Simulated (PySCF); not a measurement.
## Multinuclear NMR of C7H10P2

Geometry:
| atom | x (Å) | y (Å) | z (Å) |
| --- | --- | --- | --- |
| C1 | -2.115 | -1.221 | 0.178 |
| C2 | -1.545 | -0.038 | -0.606 |
| C3 | -0.041 | 0.019 | -0.450 |
| P4 | 0.774 | -0.970 | -1.650 |
| C5 | 2.451 | -0.830 | -1.242 |
| C6 | 3.022 | -0.106 | -0.227 |
| P7 | 2.241 | 0.889 | 0.955 |
| C8 | 0.532 | 0.750 | 0.568 |
| C9 | -0.334 | 1.565 | 1.498 |
| H10 | -3.195 | -1.272 | 0.059 |
| H11 | -1.680 | -2.151 | -0.186 |
| H12 | -1.887 | -1.133 | 1.238 |
| H13 | -2.015 | 0.888 | -0.275 |
| H14 | -1.786 | -0.178 | -1.664 |
| H15 | 3.114 | -1.393 | -1.892 |
| H16 | 4.103 | -0.141 | -0.130 |
| H17 | -0.845 | 2.358 | 0.952 |
| H18 | 0.282 | 2.028 | 2.269 |
| H19 | -1.087 | 0.947 | 1.984 |

PySCF 2.14.0 with density-fitted response routines calculation with NMR shieldings at PBE0/pcSseg-1/GIAO and geometry from GFN2-xTB; single conformer, averaged over atoms made equivalent by symmetry, fast rotation or ring inversion, no solvent, no relativistic terms.

What are the 31P shifts?

## Answers


| atoms | environment | σ (ppm) | δ (ppm) |
| --- | --- | --- | --- |
| P4 | phosphorus bonded to 2 C, in a 6-membered ring | 56.8 | 223.1 |
| P7 | phosphorus bonded to 2 C, in a 6-membered ring | 57.0 | 222.9 |

Shieldings were converted by a linear fit to measured shifts: 31P: δ = 270.09 − 0.828σ (rms 18.1 ppm, 64 shifts vs H3PO4, solution or neat liquid). A few per cent of atoms miss by over 2 rms, more outside the fitted compound classes.

On a 400 MHz spectrometer 31P resonates near 161.9 MHz, so 1 ppm is 161.9 Hz.
